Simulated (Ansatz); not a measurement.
Ansatz (an electronic-structure program) input (B3LYP/STO-3G):

Ansatz 0.2 input:
```yaml
crystal:
  periodic: [false, false, false]
  atoms:
    - {symbol: C, position_ang: [-0.98678700, -1.03445100, -0.57141900]}
    - {symbol: C, position_ang: [0.23494300, -0.12708300, -0.53220200]}
    - {symbol: C, position_ang: [1.51139700, -0.86176700, -0.09731100]}
    - {symbol: C, position_ang: [0.03264500, 1.07922700, 0.35474200]}
    - {symbol: O, position_ang: [-0.96096500, 1.32087300, 0.98859700]}
    - {symbol: H, position_ang: [-1.18955200, -1.44910200, 0.41713800]}
    - {symbol: H, position_ang: [-1.87546200, -0.48709200, -0.88436900]}
    - {symbol: H, position_ang: [-0.82499000, -1.86191600, -1.26379100]}
    - {symbol: H, position_ang: [0.42112700, 0.28673500, -1.53365600]}
    - {symbol: H, position_ang: [1.74532700, -1.66297400, -0.79889900]}
    - {symbol: H, position_ang: [2.37033800, -0.18884600, -0.05706700]}
    - {symbol: H, position_ang: [1.38122400, -1.30610100, 0.89168200]}
    - {symbol: H, position_ang: [0.90652300, 1.76675700, 0.39732500]}
basis:
  gaussian:
    orbitals: STO-3G
hamiltonian:
  xc: {name: B3LYP}
output: {forces: true}
```

Output:

```
Functional definition: B3LYP
integrals: 0.01 GiB planned
468 factors; integrals over basis functions are off by at most 4.1e-5 eV
mean field: 0.11 GiB planned
mean field evaluation 1: about -6243.3879 eV, gradient 2.5e1 eV
mean field evaluation 2: about -6237.4305 eV, gradient 5.6e1 eV
mean field evaluation 4: about -6245.2470 eV, gradient 5.5e-1 eV
mean field evaluation 8: about -6245.1824 eV, gradient 1.8e-2 eV
mean field -6245.18242456 eV, -229.5062209660 hartree, gradient 2.9e-5 eV, S^2 0.000000; 0 other end points of the search recorded, 0 dependent functions left out
the calculation of the forces begins
reference -6245.18260737 eV, -229.5062276841 hartree; 20, 20 occupied and 13, 13 virtual orbitals, 468 factors
Total energy: -6245.18260737 eV, -229.5062276841 hartree
Atom 0 at    -0.986787    -1.034451    -0.571419 Å, force    -0.516774    -0.500011     0.056964 eV/Å
Atom 1 at     0.234943    -0.127083    -0.532202 Å, force     0.710374    -0.202053    -1.121815 eV/Å
Atom 2 at     1.511397    -0.861767    -0.097311 Å, force     0.420462    -0.463436     0.163544 eV/Å
Atom 3 at     0.032645     1.079227     0.354742 Å, force     2.826659     0.392180    -1.011671 eV/Å
Atom 4 at    -0.960965     1.320873     0.988597 Å, force    -4.168333     0.916268     2.573550 eV/Å
Atom 5 at    -1.189552    -1.449102     0.417138 Å, force    -0.043900    -0.168274     0.361684 eV/Å
Atom 6 at    -1.875462    -0.487092    -0.884369 Å, force    -0.320818     0.266374    -0.172519 eV/Å
Atom 7 at    -0.824990    -1.861916    -1.263791 Å, force     0.027445    -0.296549    -0.247090 eV/Å
Atom 8 at     0.421127     0.286735    -1.533656 Å, force     0.031270    -0.009329    -0.456503 eV/Å
Atom 9 at     1.745327    -1.662974    -0.798899 Å, force     0.094406    -0.331600    -0.264490 eV/Å
Atom 10 at     2.370338    -0.188846    -0.057067 Å, force     0.224330     0.302351    -0.006674 eV/Å
Atom 11 at     1.381224    -1.306101     0.891682 Å, force    -0.033269    -0.151612     0.333423 eV/Å
Atom 12 at     0.906523     1.766757     0.397325 Å, force     0.748149     0.245690    -0.208404 eV/Å
Dipole moment:     0.242363    -0.129717    -0.194784 e Å
```

The geometry given is a B3LYP-D3(BJ)/def2-TZVP minimum.
